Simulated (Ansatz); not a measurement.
C2H8AlB (`C[BH][AlH][CH3]`), relaxed with RKS PBE-D4/def2-SVP in the Gaussian-basis code of Ansatz from a rough embedded geometry. The force threshold is 0.03 eV/Å; the program also tests the step.

Charge 0, multiplicity 1.

Start:

```xyz
12

C     0.084   -1.875   -0.174
B     1.150   -0.810   -0.514
Al    0.668    1.150   -0.211
C    -1.121    1.687    0.595
H    -0.842   -1.780   -0.798
H     0.524   -2.948   -0.410
H    -0.176   -1.886    0.914
H     2.211   -1.088   -0.893
H     1.788    2.320   -0.504
H    -1.233    1.177    1.520
H    -1.878    1.290   -0.179
H    -1.175    2.762    0.655
```

(1) How much energy does the relaxation release, and in how many steps? (An estimate is asked.)

(2) Which bonds change most? (Best estimate.)

(3) Give the relaxed structure. (Estimate.)

Answers

(1) Ansatz gave: 63.98 kJ/mol, in 21 steps, 2 of them rejected.

(2) Computed: B2–Al3 from 2.041 to 2.133 Å; C1–H6 from 1.184 to 1.111 Å; B2–H8 from 1.161 to 1.230 Å; Al3–C4 from 2.034 to 1.980 Å.

(3) Ansatz gave: 
```xyz
12

C     0.306   -2.209   -0.573
B     0.986   -0.886   -0.083
Al    0.309    1.115   -0.379
C    -0.981    2.038    0.805
H    -0.450   -2.137   -1.380
H     1.010   -3.042   -0.785
H    -0.246   -2.537    0.347
H     1.990   -1.047    0.610
H     0.855    1.971   -1.639
H    -1.194    1.504    1.753
H    -1.951    2.163    0.270
H    -0.635    3.065    1.053
```
